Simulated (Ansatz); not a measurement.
BFHO (SMILES [OH+]=BF) moved off its minimum; all values from Ansatz (a first-principles code), cores frozen in correlated methods.
(charge 1, multiplicity 1)
```xyz
4

O     -1.11525     0.03877     0.32825
B      0.03541    -0.10153    -0.01128
F      1.30152    -0.09212    -0.43320
H     -1.85173    -0.07871     0.94772
```

Task: Give the forces (eV/Å), the total energy and the dipole at CCSD(T)/aug-cc-pVTZ.

Result: 
```json
[
 {"atom": "O1", "Fx": "-2.191", "Fy": "0.108", "Fz": "0.653"},
 {"atom": "B2", "Fx": "6.316", "Fy": "0.123", "Fz": "-1.935"},
 {"atom": "F3", "Fx": "-4.156", "Fy": "-0.209", "Fz": "1.335"},
 {"atom": "H4", "Fx": "0.030", "Fy": "-0.023", "Fz": "-0.053"}
]
```
Energy -200.0132 hartree.
